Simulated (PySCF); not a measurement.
CH7O2PSi, SMILES [Si](C)(O)(O)P. Coordinates come from a PBE0-D3(BJ)/def2-SVP optimisation. The structure was generated by enumeration, and PubChem lists no compound with its InChIKey, so it may never have been made. One conformer was computed; it need not be the lowest.

Computed equilibrium geometry at PBE0-D3(BJ)/def2-SVP (PySCF confirms it by a frequency run) as bond lengths and angles (one conformer of several):
Atoms: C1 Si2 O3 O4 P5 H6 H7 H8 H9 H10 H11 H12. Bond lengths (Å): C1–Si2 1.861, C1–H6 1.100, C1–H7 1.100, C1–H8 1.102, Si2–O3 1.667, Si2–O4 1.666, Si2–P5 2.256, O3–H9 0.962, O4–H10 0.962, P5–H11 1.428, P5–H12 1.429. Bond angles (°): Si2–C1–H6 110.7, Si2–C1–H7 111.0, Si2–C1–H8 110.6, H6–C1–H7 108.4, H6–C1–H8 107.6, H7–C1–H8 108.4, C1–Si2–O3 111.9, C1–Si2–O4 105.0, C1–Si2–P5 116.2, O3–Si2–O4 111.9, O3–Si2–P5 102.5, O4–Si2–P5 109.5, Si2–O3–H9 116.0, Si2–O4–H10 115.7, Si2–P5–H11 93.6, Si2–P5–H12 93.1, H11–P5–H12 93.9.
Charge 0, spin multiplicity 1.
